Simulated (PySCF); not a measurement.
A GIAO shielding run with PySCF 2.14.0 with density-fitted response routines (density fitting, non-relativistic, gas phase) on `C[SiH](C)P1CCSCC1`, C6H15PSSi:

```
$ OMP_NUM_THREADS=1 python probes_run.py task.json out

{"job": {"kind": "nmr", "xc": "PBE0", "basis": "pcSseg-1"}, "charge": 0, "multiplicity": 1}
C      2.527017    -1.772241     0.247332
Si     1.633836    -0.138966     0.639576
C      2.776556     1.340635     0.288028
P     -0.103094     0.019117    -0.788374
C     -0.980631     1.477005    -0.024698
C     -2.398890     1.590063    -0.558265
S     -3.480132     0.279848     0.095565
C     -2.621403    -1.169622    -0.593844
C     -1.204213    -1.298891    -0.060955
H      1.913041    -2.632693     0.494592
H      2.769678    -1.833744    -0.809760
H      3.453057    -1.855020     0.806409
H      1.239114    -0.125825     2.064994
H      3.703203     1.259663     0.846210
H      3.027372     1.390725    -0.767662
H      2.307380     2.281093     0.559548
H     -0.999586     1.392404     1.065316
H     -0.419373     2.375827    -0.295184
H     -2.419042     1.526886    -1.648454
H     -2.867367     2.523324    -0.243635
H     -2.629291    -1.076514    -1.682056
H     -3.233664    -2.023625    -0.301757
H     -0.793843    -2.268685    -0.356325
H     -1.211460    -1.240998     1.030955
```

Hardware: 1 thread of an Arm Neoverse V2, shared host. The job also computes population analyses, field gradients, ring-centre shieldings.

(1) How large is the calculation?

(2) How long does it take, and how much memory does it need?

Results:

(1) 96 electrons, 249 basis functions and 1359 auxiliary functions.

(2) 54 s of wall time, with 14 SCF cycles and 5 response iterations; peak memory 1.1 GiB. Times on a shared host scatter by some tens of per cent.
